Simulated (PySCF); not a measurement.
A structure optimised at PBE0-D3(BJ)/def2-TZVP, used in a PySCF frequency run:

```xyz
7

B     -0.0634    -0.7356     0.4681
H     -0.8445    -1.3104     1.1708
O      1.1494    -1.3113     0.3224
H      1.7539    -0.8323    -0.2510
P     -0.5424     0.9866    -0.2405
H     -1.8028     0.5982    -0.7547
H      0.1512     0.9138    -1.4773
```
Charge 0, spin multiplicity 1.

Question: Write its SMILES and formula.

Answer: OBP, BH₄OP

Question: What are its rotational constants (standard atomic weights)?

Answer: 39.942, 4.8822, 4.4754 GHz
